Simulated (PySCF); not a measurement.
ClHg, doublet, at a GFN2-xTB geometry (such geometries of metal compounds can be far from the true shape) (the spin is typed, not shown lowest) (core potentials on Hg); HF/def2-SVP (PySCF).

PySCF was given this input:
```python
from pyscf import gto, scf

mol = gto.Mole()
mol.atom = '''
    Hg   -0.00000000   -0.00000000   -0.46000934
    Cl    0.00000000    0.00000000    2.16474986
'''
mol.basis = 'def2-svp'
mol.ecp = {'Hg': 'def2-svp'}
mol.spin = 1
mol.verbose = 4
mol.build()

mf = scf.UHF(mol)
mf.kernel()
mf.analyze()
```

Output, abridged:

```
PySCF version 2.14.0

[INPUT] verbose = 4
[INPUT] num. atoms = 2
[INPUT] num. electrons = 37
[INPUT] charge = 0
[INPUT] spin (= nelec alpha-beta = 2S) = 1
[INPUT] symmetry False subgroup None
[INPUT] Mole.unit = angstrom
[INPUT] Symbol           X                Y                Z      unit          X                Y                Z       unit  Magmom
[INPUT]  1 Hg     0.000000000000   0.000000000000  -0.460009340000 AA    0.000000000000   0.000000000000  -0.869291667342 Bohr   0.0
[INPUT]  2 Cl     0.000000000000   0.000000000000   2.164749860000 AA    0.000000000000   0.000000000000   4.090784363591 Bohr   0.0

nuclear repulsion = 68.5473363471971
number of shells = 20
number of NR pGTOs = 93
number of NR cGTOs = 50
basis = def2-svp
ecp = {'Hg': 'def2-svp'}

******** <class 'pyscf.scf.uhf.UHF'> ********
method = UHF
initial guess = minao
damping factor = 0
level_shift factor = 0
DIIS = <class 'pyscf.scf.diis.CDIIS'>
diis_start_cycle = 1
diis_space = 8
diis_damp = 0
SCF conv_tol = 1e-09
SCF conv_tol_grad = None
SCF max_cycles = 50
direct_scf = True
direct_scf_tol = 1e-13
number electrons alpha = 19  beta = 18
Set gradient conv threshold to 3.16228e-05
init E= -599.573270296387

cycle= 1 E= -611.497518193477  delta_E= -11.9  |g|= 0.945  |ddm|= 11.2
cycle= 2 E= -611.76480254525  delta_E= -0.267  |g|= 0.55  |ddm|= 2.52
cycle= 3 E= -611.877094159658  delta_E= -0.112  |g|= 0.0368  |ddm|= 0.646
cycle= 4 E= -611.879658912517  delta_E= -0.00256  |g|= 0.0197  |ddm|= 0.138
cycle= 5 E= -611.880949798667  delta_E= -0.00129  |g|= 0.0117  |ddm|= 0.0891
cycle= 6 E= -611.881673147893  delta_E= -0.000723  |g|= 0.00841  |ddm|= 0.074
cycle= 7 E= -611.88205596302  delta_E= -0.000383  |g|= 0.00529  |ddm|= 0.0597
cycle= 8 E= -611.882253118237  delta_E= -0.000197  |g|= 0.00283  |ddm|= 0.053
cycle= 9 E= -611.882315158067  delta_E= -6.2e-05  |g|= 0.000762  |ddm|= 0.0402
cycle= 10 E= -611.882318628732  delta_E= -3.47e-06  |g|= 0.00018  |ddm|= 0.0102
cycle= 11 E= -611.882318704654  delta_E= -7.59e-08  |g|= 6.93e-05  |ddm|= 0.000755
cycle= 12 E= -611.882318721252  delta_E= -1.66e-08  |g|= 2.79e-05  |ddm|= 0.00071
cycle= 13 E= -611.882318722596  delta_E= -1.34e-09  |g|= 1.07e-05  |ddm|= 0.000131
cycle= 14 E= -611.882318722836  delta_E= -2.4e-10  |g|= 3.49e-06  |ddm|= 8.22e-05
Extra cycle  E= -611.882318722853  delta_E= -1.77e-11  |g|= 1.76e-06  |ddm|= 8.3e-06
converged SCF energy = -611.882318722853  <S^2> = 0.78587857  2S+1 = 2.0355624
**** SCF Summaries ****
Total Energy =                        -611.882318722853483
Nuclear Repulsion Energy =              68.547336347197103
One-electron Energy =                -1042.124115952646207
Two-electron Energy =                  361.694460882595649
Two-electron Coulomb Energy =          402.270285842461249
DFT Exchange-Correlation Energy =      -40.575824959865599
**** MO energy ****
                             alpha | beta                alpha | beta
MO #1   energy= -104.749287017806  | -104.743601851237  occ= 1 | 1
MO #2   energy= -10.5084197798493  | -10.5026242839413  occ= 1 | 1
MO #3   energy= -7.99162144415713  | -7.97571402557958  occ= 1 | 1
MO #4   energy= -7.97889570093527  | -7.97571402557941  occ= 1 | 1
MO #5   energy= -7.97889570093512  | -7.96820332085211  occ= 1 | 1
MO #6   energy= -5.10940097434566  | -5.10419179042661  occ= 1 | 1
MO #7   energy= -3.09865344932683  | -3.09641736106805  occ= 1 | 1
MO #8   energy= -3.09776844428355  | -3.09641736106803  occ= 1 | 1
MO #9   energy= -3.09776844428329  | -3.09462048825744  occ= 1 | 1
MO #10  energy= -1.03115194877425  | -0.977995183810648 occ= 1 | 1
MO #11  energy= -0.678889745687116 | -0.665980113546419 occ= 1 | 1
MO #12  energy= -0.671997606392195 | -0.66598011354633  occ= 1 | 1
MO #13  energy= -0.671997606392036 | -0.665067151623602 occ= 1 | 1
MO #14  energy= -0.669983617900713 | -0.665067151623589 occ= 1 | 1
MO #15  energy= -0.669983617900625 | -0.660052663421847 occ= 1 | 1
MO #16  energy= -0.484401752514631 | -0.407281608311137 occ= 1 | 1
MO #17  energy= -0.418498140076435 | -0.407281608311073 occ= 1 | 1
MO #18  energy= -0.418498140076403 | -0.385549446328045 occ= 1 | 1
MO #19  energy= -0.351325738911685 | -0.0448292132738857 occ= 1 | 0
MO #20  energy= 0.0556945883950234 | 0.0798015184656983 occ= 0 | 0
MO #21  energy= 0.0556945883950515 | 0.0798015184657774 occ= 0 | 0
MO #22  energy= 0.121464517923515  | 0.163248984824417  occ= 0 | 0
MO #23  energy= 0.233686458585999  | 0.25200392030505   occ= 0 | 0
MO #24  energy= 0.605181099551977  | 0.617692385846563  occ= 0 | 0
MO #25  energy= 0.605181099552008  | 0.61769238584671   occ= 0 | 0
MO #26  energy= 0.607599073116291  | 0.618849504656684  occ= 0 | 0
MO #27  energy= 0.607599073116293  | 0.618849504656717  occ= 0 | 0

spin_pop of  0 Hg 5s        0.00011
spin_pop of  0 Hg 6s        0.49638
spin_pop of  0 Hg 7s        0.00081
spin_pop of  0 Hg 8s        0.00162
spin_pop of  0 Hg 9s       -0.00002
spin_pop of  0 Hg 10s        0.00321
spin_pop of  0 Hg 5px       0.00056
spin_pop of  0 Hg 5py       0.00056
spin_pop of  0 Hg 5pz       0.00198
spin_pop of  0 Hg 6px      -0.00051
spin_pop of  0 Hg 6py      -0.00085
spin_pop of  0 Hg 6pz       0.02011
spin_pop of  0 Hg 7px       0.00120
spin_pop of  0 Hg 7py       0.00049
spin_pop of  0 Hg 7pz       0.02542
spin_pop of  0 Hg 5dxy      0.01540
spin_pop of  0 Hg 5dyz     -0.01000
spin_pop of  0 Hg 5dz^2    -0.00682
spin_pop of  0 Hg 5dxz     -0.00678
spin_pop of  0 Hg 5dx2-y2   -0.00994
spin_pop of  0 Hg 6dxy      0.01087
spin_pop of  0 Hg 6dyz      0.00847
spin_pop of  0 Hg 6dz^2     0.00682
spin_pop of  0 Hg 6dxz      0.00678
spin_pop of  0 Hg 6dx2-y2    0.00939
spin_pop of  0 Hg 5f-3      0.00000
spin_pop of  0 Hg 5f-2      0.00002
spin_pop of  0 Hg 5f-1      0.00016
spin_pop of  0 Hg 5f+0      0.00003
spin_pop of  0 Hg 5f+1      0.00000
spin_pop of  0 Hg 5f+2     -0.00000
spin_pop of  0 Hg 5f+3     -0.00000
spin_pop of  1 Cl 1s       -0.00000
spin_pop of  1 Cl 2s       -0.00000
spin_pop of  1 Cl 3s        0.00650
spin_pop of  1 Cl 4s        0.00365
spin_pop of  1 Cl 2px      -0.00000
spin_pop of  1 Cl 2py      -0.00000
spin_pop of  1 Cl 2pz       0.00001
spin_pop of  1 Cl 3px       0.00073
spin_pop of  1 Cl 3py       0.00073
spin_pop of  1 Cl 3pz       0.41657
spin_pop of  1 Cl 4px      -0.00059
spin_pop of  1 Cl 4py      -0.00050
spin_pop of  1 Cl 4pz      -0.00111
spin_pop of  1 Cl 3dxy      0.00000
spin_pop of  1 Cl 3dyz      0.00011
spin_pop of  1 Cl 3dz^2    -0.00167
spin_pop of  1 Cl 3dxz      0.00011
spin_pop of  1 Cl 3dx2-y2    0.00000
In total            19.00000 | 18.00000
Dipole moment(X, Y, Z, Debye): -0.00000,  0.00000, -3.99050
```
